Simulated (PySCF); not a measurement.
**Correlation energy of S³⁺ (sulfur, charge +3)**

[Ne] 3s2 3p1, 2P determinant. Calculation: PySCF 2.14, in x2c-TZVPPall (5s5p3d1f, 42 functions); the spin-free X2C one-electron Hamiltonian (Gaussian nucleus). Frozen: 1s2; 11 electrons correlated.

```tsv
level	correlation energy (mhartree)
CCSD	-226.98
(T)	-2.55
CCSD(T)	-229.53
```

Diagnostics: T1 = 0.0061, D1 = 0.0258, largest double amplitude 0.101.

Is a single reference adequate?

Mostly. T1 lies below 0.03, but a double amplitude of this size points to a near-degeneracy that CCSD handles and MP2 describes poorly.

This basis was not built for core-valence correlation, so the inner-shell part is incomplete.
